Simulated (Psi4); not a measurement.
Psi4 input (wB97X-D/6-31G*):

```
memory 1500 MB

molecule {
-1 1
C    -1.78742300    0.06518500   -0.63289400
N    -0.60420200   -0.68790600   -0.30108000
B     0.65808000   -0.09905000    0.28696600
O     1.43365200   -0.75030000    1.08100700
O     0.89560600    1.26151600   -0.16020100
H    -2.25385000    0.61494200    0.20904500
H    -1.57166900    0.81761400   -1.40363900
H    -2.56746000   -0.57990000   -1.06008000
H    -0.82467500   -1.54950500    0.17633000
H     0.24714300    1.52660400   -0.81800900
symmetry c1
no_reorient
no_com
}

set {
  basis 6-31G*
  reference rks
  scf_type pk
  dft_radial_points 99
  dft_spherical_points 590
  e_convergence 1e-8
  d_convergence 1e-7
  maxiter 150
}

e = energy('wb97x-d')
print_out(f'\nFINAL {e:.10f} DIPOLE {variable("CURRENT DIPOLE")[0]:.6f} {variable("CURRENT DIPOLE")[1]:.6f} {variable("CURRENT DIPOLE")[2]:.6f}\n')
```

Output:

```
   => Loading Basis Set <=

    Name: 6-31G*
    Role: ORBITAL
    Keyword: BASIS
    atoms 1    entry C          line   111 file 6-31gs.gbs
    atoms 2    entry N          line   128 file 6-31gs.gbs
    atoms 3    entry B          line    94 file 6-31gs.gbs
    atoms 4-5  entry O          line   145 file 6-31gs.gbs
    atoms 6-10 entry H          line    44 file 6-31gs.gbs

   => WB97X-D: Empirical Dispersion <=

    Chai and Head-Gordon Dispersion Correction
    Chai, J.-D.; Head-Gordon, M. (2010), J. Chem. Phys., 132: 6615-6620

        s6 =       1.000000

         ---------------------------------------------------------
                                   SCF
               by Justin Turney, Rob Parrish, Andy Simmonett
                          and Daniel G. A. Smith
                              RKS Reference
         ---------------------------------------------------------

  ==> Geometry <==

    Molecular point group: c1
    Full point group: C1

    Geometry (in Angstrom), charge = -1, multiplicity = 1:

       Center              X                  Y                   Z               Mass
    ------------   -----------------  -----------------  -----------------  -----------------
         C           -1.787423000000     0.065185000000    -0.632894000000    12.000000000000
         N           -0.604202000000    -0.687906000000    -0.301080000000    14.003074004430
         B            0.658080000000    -0.099050000000     0.286966000000    11.009305360000
         O            1.433652000000    -0.750300000000     1.081007000000    15.994914619570
         O            0.895606000000     1.261516000000    -0.160201000000    15.994914619570
         H           -2.253850000000     0.614942000000     0.209045000000     1.007825032230
         H           -1.571669000000     0.817614000000    -1.403639000000     1.007825032230
         H           -2.567460000000    -0.579900000000    -1.060080000000     1.007825032230
         H           -0.824675000000    -1.549505000000     0.176330000000     1.007825032230
         H            0.247143000000     1.526604000000    -0.818009000000     1.007825032230

  Running in c1 symmetry.

  Rotational constants: A =      0.29549  B =      0.12715  C =      0.09215 [cm^-1]
  Rotational constants: A =   8858.67447  B =   3811.75975  C =   2762.68438 [MHz]
  Nuclear repulsion =  162.920039115153742

  Charge       = -1
  Multiplicity = 1
  Electrons    = 40
  Nalpha       = 20
  Nbeta        = 20

  ==> Algorithm <==

  SCF Algorithm Type is PK.
  DIIS enabled.
  MOM disabled.
  Fractional occupation disabled.
  Guess Type is SAD.
  Energy threshold   = 1.00e-08
  Density threshold  = 1.00e-07
  Integral threshold = 1.00e-12

  ==> Primary Basis <==

  Basis Set: 6-31G*
    Blend: 6-31G*
    Number of shells: 40
    Number of basis functions: 85
    Number of Cartesian functions: 85
    Spherical Harmonics?: false
    Max angular momentum: 2

  ==> DFT Potential <==

   => LibXC <=

    Version 7.1.2
    S. Lehtola, C. Steigemann, M. J. T. Oliveira, and M. A. L. Marques,  SoftwareX 7, 1–5 (2018) (10.1016/j.softx.2017.11.002)

   => Composite Functional: WB97X-D <=

    wB97X-D Hyb-GGA Exchange-Correlation Functional

    J.-D. Chai and M. Head-Gordon,  Phys. Chem. Chem. Phys. 10, 6615–6620 (2008) (10.1039/B810189B)

    Deriv               =              1
    GGA                 =           TRUE
    Meta                =          FALSE

    Exchange Hybrid     =           TRUE
    MP2 Hybrid          =          FALSE

   => Exchange-Correlation Functionals <=

    1.0000   wB97X-D range-separated functional

   => Exact (HF) Exchange <=

    0.7780            HF,LR [omega = 0.2000]
    0.2220               HF

   => LibXC Density Thresholds  <==

    XC_HYB_GGA_XC_WB97X_D:  1.00E-14

   => Molecular Quadrature <=

    Radial Scheme          =       TREUTLER
    Pruning Scheme         =           NONE
    Nuclear Scheme         =       TREUTLER

    Blocking Scheme        =         OCTREE
    BS radius alpha        =              1
    Pruning alpha          =              1
    Radial Points          =             99
    Spherical Points       =            590
    Total Points           =         547771
    Total Blocks           =           3889
    Max Points             =            256
    Max Functions          =             84
    Weights Tolerance      =       1.00E-15

  ==> Integral Setup <==

  Using in-core PK algorithm.
   Calculation information:
      Number of atoms:                  10
      Number of AO shells:              40
      Number of primitives:             95
      Number of atomic orbitals:        85
      Number of basis functions:        85

      Integral cutoff                 1.00e-12
      Number of threads:                 1

  Performing in-core PK
  Using 20044020 doubles for integral storage.
  We computed 314402 shell quartets total.
  Whereas there are 336610 unique shell quartets.

  Computing range-separated integrals for PK
  We computed 314402 wK shell quartets total.
  Whereas there are 336610 wK unique shell quartets.

  ==> DiskJK: Disk-Based J/K Matrices <==

    J tasked:                  Yes
    K tasked:                  Yes
    wK tasked:                 Yes
    Omega:               2.000E-01
    Schwarz Cutoff:          1E-12


  Cached 50.0% of DFT collocation blocks in 0.562 [GiB].

  Minimum eigenvalue in the overlap matrix is 7.1646794201E-03.
  Reciprocal condition number of the overlap matrix is 1.0476981137E-03.
    Using symmetric orthogonalization.

  ==> Pre-Iterations <==

  SCF Guess: Superposition of Atomic Densities via on-the-fly atomic UHF (no occupation information).

   -------------------------
    Irrep   Nso     Nmo
   -------------------------
     A         85      85
   -------------------------
    Total      85      85
   -------------------------

  ==> Iterations <==

                        Total Energy        Delta E     RMS |[F,P]|

   @RKS iter SAD:  -270.02790124756024   -2.70028e+02   0.00000e+00
   @RKS iter   1:  -270.75640742517407   -7.28506e-01   1.19831e-02 ADIIS/DIIS
   @RKS iter   2:  -270.73222736869093    2.41801e-02   1.30410e-02 ADIIS/DIIS
   @RKS iter   3:  -271.18329242833175   -4.51065e-01   1.75921e-03 ADIIS/DIIS
   @RKS iter   4:  -271.19164928330537   -8.35685e-03   5.18386e-04 ADIIS/DIIS
   @RKS iter   5:  -271.19240866386747   -7.59381e-04   1.29305e-04 ADIIS/DIIS
   @RKS iter   6:  -271.19246615621881   -5.74924e-05   3.99993e-05 DIIS
   @RKS iter   7:  -271.19247246280679   -6.30659e-06   1.31396e-05 DIIS
   @RKS iter   8:  -271.19247325760080   -7.94794e-07   4.13411e-06 DIIS
   @RKS iter   9:  -271.19247336156286   -1.03962e-07   1.62349e-06 DIIS
   @RKS iter  10:  -271.19247337867557   -1.71127e-08   3.65457e-07 DIIS
   @RKS iter  11:  -271.19247337984859   -1.17302e-09   8.29601e-08 DIIS
  Energy and wave function converged.

  ==> Post-Iterations <==

   Electrons on quadrature grid:
      Ntotal   =   39.9999971229 ; deviation = -2.877e-06

    Orbital Energies [Eh]
    ---------------------

    Doubly Occupied:

       1A    -19.032617     2A    -18.917888     3A    -14.217065
       4A    -10.160767     5A     -6.609084     6A     -0.866794
       7A     -0.773720     8A     -0.725951     9A     -0.584515
      10A     -0.391544    11A     -0.374854    12A     -0.351626
      13A     -0.331430    14A     -0.278119    15A     -0.201919
      16A     -0.200784    17A     -0.163874    18A     -0.123013
      19A     -0.075967    20A     -0.059472

    Virtual:

      21A      0.315638    22A      0.363478    23A      0.377417
      24A      0.404372    25A      0.434655    26A      0.466264
      27A      0.484433    28A      0.533120    29A      0.600429
      30A      0.671200    31A      0.760307    32A      0.809198
      33A      0.821913    34A      0.837717    35A      0.858757
      36A      0.933780    37A      1.018047    38A      1.046377
      39A      1.095282    40A      1.115815    41A      1.145133
      42A      1.167847    43A      1.197472    44A      1.211221
      45A      1.222658    46A      1.262041    47A      1.327363
      48A      1.351701    49A      1.430048    50A      1.434761
      51A      1.446517    52A      1.539766    53A      1.565244
      54A      1.619347    55A      1.719207    56A      1.775516
      57A      1.842719    58A      1.902357    59A      1.954647
      60A      1.993215    61A      2.030833    62A      2.068339
      63A      2.106984    64A      2.209172    65A      2.221347
      66A      2.286740    67A      2.329650    68A      2.340920
      69A      2.515760    70A      2.539612    71A      2.597967
      72A      2.671934    73A      2.750143    74A      2.788315
      75A      2.818527    76A      2.859238    77A      3.003998
      78A      3.138642    79A      3.245570    80A      3.344140
      81A      3.957566    82A      4.148238    83A      4.264226
      84A      4.478878    85A      4.533991

    Final Occupation by Irrep:
              A
    DOCC [    20 ]
    NA   [    20 ]
    NB   [    20 ]

  @RKS Final Energy:  -271.19247337984859

   => Energetics <=

    Nuclear Repulsion Energy =            162.9200391151537417
    One-Electron Energy =                -702.5385658542202236
    Two-Electron Energy =                 293.1786551152609945
    DFT Exchange-Correlation Energy =     -24.7493250569268604
    Empirical Dispersion Energy =          -0.0032766991161971
    VV10 Nonlocal Energy =                  0.0000000000000000
    Total Energy =                       -271.1924733798485931

Computation Completed

Properties will be evaluated at   0.000000,   0.000000,   0.000000 [a0]

Properties computed using the SCF density matrix

 Multipole Moments:

 ------------------------------------------------------------------------------------
     Multipole            Electronic (a.u.)      Nuclear  (a.u.)        Total (a.u.)
 ------------------------------------------------------------------------------------

 L = 1.  Multiply by 2.5417464519 to convert [e a0] to [Debye]
 Dipole X            :         -2.3415330            0.0000019           -2.3415311
 Dipole Y            :          0.4714583            0.0000019            0.4714602
 Dipole Z            :         -1.2203660            0.0000019           -1.2203641
 Magnitude           :                                                    2.6822250

 ------------------------------------------------------------------------------------

FINAL -271.1924733798 DIPOLE -2.341531 0.471460 -1.220364

*** Psi4 exiting successfully. Buy a developer a beer!
```

The dipole moment of an ion depends on the origin.

The geometry given is a B3LYP-D3(BJ)/def2-TZVP minimum.
